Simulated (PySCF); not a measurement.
PySCF input for Hf(OH)4 cation (H₄HfO₄), SMILES [OH][Hf]([OH])([OH])[OH] (connectivity only; charge and spin as stated), charge +1, multiplicity 2, TDA-PBE0/def2-SVPD. Coordinates come from a PBE-D3(BJ)/def2-SVP optimisation. The multiplicity is an assumed one; no other spin state was optimised. The isomer is the one that the SMILES or the coordinates give; other isomers of the formula were not compared. The def2 effective core potentials stand for the cores of Hf; spin–orbit coupling is left out. One conformer was computed; it need not be the lowest.

```python
import numpy as np
from pyscf import gto, scf, dft, tdscf

mol = gto.M(
    atom='''
    Hf   -0.00000000   -0.00000000    0.00000000
    O     1.16131566   -1.16131567    1.05438549
    H     1.71589168   -1.71589169    1.63258188
    O    -1.16131566    1.16131567    1.05438549
    H    -1.71589168    1.71589169    1.63258188
    O     1.16131567    1.16131567   -1.05438550
    H     1.71589168    1.71589169   -1.63258187
    O    -1.16131567   -1.16131566   -1.05438550
    H    -1.71589169   -1.71589168   -1.63258188
    ''',
    basis='def2-SVPD',
    ecp={'Hf': 'def2-svp'},
    charge=1,
    spin=1,
    max_memory=1600,
    verbose=4,
)
mf = dft.UKS(mol, xc='pbe0').density_fit(auxbasis='def2-universal-jkfit')
mf.grids.level = 3
mf.conv_tol = 1e-9
mf.max_cycle = 100
mf.kernel()
fine, coarse = mf.grids, dft.Grids(mol).set(level=1).build(with_non0tab=True)
for _ in range(3):  # follow internal instabilities
    mf.grids = coarse
    mo, _, stable, _ = mf.stability(return_status=True, nroots=4)
    mf.grids = fine
    if stable:
        break
    mf.kernel(mf.make_rdm1(mo, mf.mo_occ))
mf.grids = dft.Grids(mol).set(level=1).build(with_non0tab=True)  # coarser grid for the response kernel
td = tdscf.TDA(mf)
td.nstates = 10
td.conv_tol = 1e-4
td.positive_eig_threshold = 1e-6
td.kernel(x0=td.get_init_guess(mf, 15))
td.analyze(verbose=3)
```

Output:

```
PySCF version 2.14.0

[INPUT] verbose = 4
[INPUT] num. atoms = 9
[INPUT] num. electrons = 47
[INPUT] charge = 1
[INPUT] spin (= nelec alpha-beta = 2S) = 1
[INPUT] symmetry False subgroup None
[INPUT] Mole.unit = angstrom
[INPUT] Symbol           X                Y                Z      unit          X                Y                Z       unit  Magmom
[INPUT]  1 Hf     0.000000000000   0.000000000000   0.000000000000 AA    0.000000000000   0.000000000000   0.000000000000 Bohr   0.0
[INPUT]  2 O      1.161315660000  -1.161315670000   1.054385490000 AA    2.194568541569  -2.194568560466   1.992499805815 Bohr   0.0
[INPUT]  3 H      1.715891680000  -1.715891690000   1.632581880000 AA    3.242565334620  -3.242565353517   3.085132629128 Bohr   0.0
[INPUT]  4 O     -1.161315660000   1.161315670000   1.054385490000 AA   -2.194568541569   2.194568560466   1.992499805815 Bohr   0.0
[INPUT]  5 H     -1.715891680000   1.715891690000   1.632581880000 AA   -3.242565334620   3.242565353517   3.085132629128 Bohr   0.0
[INPUT]  6 O      1.161315670000   1.161315670000  -1.054385500000 AA    2.194568560466   2.194568560466  -1.992499824713 Bohr   0.0
[INPUT]  7 H      1.715891680000   1.715891690000  -1.632581870000 AA    3.242565334620   3.242565353517  -3.085132610230 Bohr   0.0
[INPUT]  8 O     -1.161315670000  -1.161315660000  -1.054385500000 AA   -2.194568560466  -2.194568541569  -1.992499824713 Bohr   0.0
[INPUT]  9 H     -1.715891690000  -1.715891680000  -1.632581880000 AA   -3.242565353517  -3.242565334620  -3.085132629128 Bohr   0.0

nuclear repulsion = 207.289334809606
number of shells = 65
number of NR pGTOs = 232
number of NR cGTOs = 159
basis = def2-SVPD
ecp = {'Hf': 'def2-svp'}


[settings echo left out]
init E= -338.088663012045
  alpha nocc = 24  HOMO = -0.612019154774511  LUMO = -0.320410869529149
  beta  nocc = 23  HOMO = -0.613581628353578  LUMO = -0.612019154774509

WARN: HOMO -0.612019154774511 >= LUMO -0.612019154774509

cycle= 1 E= -350.43905566408  delta_E= -12.4  |g|= 0.735  |ddm|= 5.75
  alpha nocc = 24  HOMO = -0.40751928155503  LUMO = -0.13306661359211
  beta  nocc = 23  HOMO = -0.379671278897904  LUMO = -0.325546325449892
  HOMO = -0.379671278898  LUMO = -0.32554632545  gap/eV = 1.47282
cycle= 2 E= -350.346233845534  delta_E= 0.0928  |g|=  0.9  |ddm|= 1.41
  alpha nocc = 24  HOMO = -0.554732844214474  LUMO = -0.173138081251414
  beta  nocc = 23  HOMO = -0.520829090475163  LUMO = -0.468253202378374
  HOMO = -0.520829090475  LUMO = -0.468253202378  gap/eV = 1.43066
cycle= 3 E= -350.651986141029  delta_E= -0.306  |g|= 0.136  |ddm|= 0.697
  alpha nocc = 24  HOMO = -0.550045114822514  LUMO = -0.191275976185684
  beta  nocc = 23  HOMO = -0.515639129577536  LUMO = -0.461621358128319
  HOMO = -0.515639129578  LUMO = -0.461621358128  gap/eV = 1.46990
cycle= 4 E= -350.660149038428  delta_E= -0.00816  |g|= 0.0281  |ddm|= 0.135
  alpha nocc = 24  HOMO = -0.547571448587326  LUMO = -0.183448454982847
  beta  nocc = 23  HOMO = -0.511095338469082  LUMO = -0.456704754544091
  HOMO = -0.511095338469  LUMO = -0.456704754544  gap/eV = 1.48004
cycle= 5 E= -350.660627821295  delta_E= -0.000479  |g|= 0.00319  |ddm|= 0.033
  alpha nocc = 24  HOMO = -0.548388223163183  LUMO = -0.184142582406742
  beta  nocc = 23  HOMO = -0.510725518600055  LUMO = -0.456138385278333
  HOMO = -0.5107255186  LUMO = -0.456138385278  gap/eV = 1.48539
cycle= 6 E= -350.660647186404  delta_E= -1.94e-05  |g|= 0.000938  |ddm|= 0.0092
  alpha nocc = 24  HOMO = -0.548449354234616  LUMO = -0.183963957754339
  beta  nocc = 23  HOMO = -0.510498902406886  LUMO = -0.455890504874407
  HOMO = -0.510498902407  LUMO = -0.455890504874  gap/eV = 1.48597
cycle= 7 E= -350.660648275064  delta_E= -1.09e-06  |g|= 0.000172  |ddm|= 0.00226
  alpha nocc = 24  HOMO = -0.54846601493083  LUMO = -0.183982542008748
  beta  nocc = 23  HOMO = -0.510475189429959  LUMO = -0.455868262854381
  HOMO = -0.51047518943  LUMO = -0.455868262854  gap/eV = 1.48593
cycle= 8 E= -350.660648309164  delta_E= -3.41e-08  |g|= 6.54e-05  |ddm|= 0.000386
  alpha nocc = 24  HOMO = -0.548473297676031  LUMO = -0.183987771022143
  beta  nocc = 23  HOMO = -0.510478120994901  LUMO = -0.455873083313371
  HOMO = -0.510478120995  LUMO = -0.455873083313  gap/eV = 1.48588
cycle= 9 E= -350.660648295683  delta_E= 1.35e-08  |g|= 0.000195  |ddm|= 0.000229
  alpha nocc = 24  HOMO = -0.548475933767228  LUMO = -0.183989294981182
  beta  nocc = 23  HOMO = -0.510479399640503  LUMO = -0.45587475885484
  HOMO = -0.510479399641  LUMO = -0.455874758855  gap/eV = 1.48587
cycle= 10 E= -350.660648312905  delta_E= -1.72e-08  |g|= 1.08e-05  |ddm|= 0.000179
  alpha nocc = 24  HOMO = -0.548476559020249  LUMO = -0.183989352342811
  beta  nocc = 23  HOMO = -0.51047955479011  LUMO = -0.455875411997269
  HOMO = -0.51047955479  LUMO = -0.455875411997  gap/eV = 1.48585
cycle= 11 E= -350.660648312976  delta_E= -7.05e-11  |g|= 4.89e-06  |ddm|= 1.64e-05
  alpha nocc = 24  HOMO = -0.548475776934081  LUMO = -0.18398939071181
  beta  nocc = 23  HOMO = -0.510478922404949  LUMO = -0.455875338111042
  HOMO = -0.510478922405  LUMO = -0.455875338111  gap/eV = 1.48584
Extra cycle  E= -350.660648312893  delta_E= 8.21e-11  |g|= 1.44e-05  |ddm|= 1.45e-05
converged SCF energy = -350.660648312893  <S^2> = 0.76776873  2S+1 = 2.0176905
tot grids = 39448
uhf_internal: lowest eigs of H = [0.01311311 0.0131241  0.0381511  0.0754577 ]
<class 'pyscf.df.df_jk.DFUKS'> wavefunction is stable in the internal stability analysis
tot grids = 39448
Overwritten attributes  positive_eig_threshold  of <class 'pyscf.tdscf.uks.TDA'>


******** <class 'pyscf.tdscf.uks.TDA'> for <class 'pyscf.df.df_jk.DFUKS'> ********
nstates = 10
deg_eia_thresh = 1.000e-03
wfnsym = None
conv_tol = 0.0001
eigh lindep = 1e-12
eigh level_shift = 0
eigh max_cycle = 100


Excitation energies (eV)
[0.3002959  0.30038286 0.60255138 1.27012058 1.30172489 1.30175398
 2.00424827 5.13308074 5.13316541 5.37259245]

** Excitation energies and oscillator strengths **
Excited State   1:      0.30030 eV   4128.73 nm  f=0.0016
Excited State   2:      0.30038 eV   4127.54 nm  f=0.0016
Excited State   3:      0.60255 eV   2057.65 nm  f=0.0000
Excited State   4:      1.27012 eV    976.16 nm  f=0.0000
Excited State   5:      1.30172 eV    952.46 nm  f=0.0623
Excited State   6:      1.30175 eV    952.44 nm  f=0.0623
Excited State   7:      2.00425 eV    618.61 nm  f=0.0838
Excited State   8:      5.13308 eV    241.54 nm  f=0.0024
Excited State   9:      5.13317 eV    241.54 nm  f=0.0024
Excited State  10:      5.37259 eV    230.77 nm  f=0.0000
```

Self-consistency was reached.
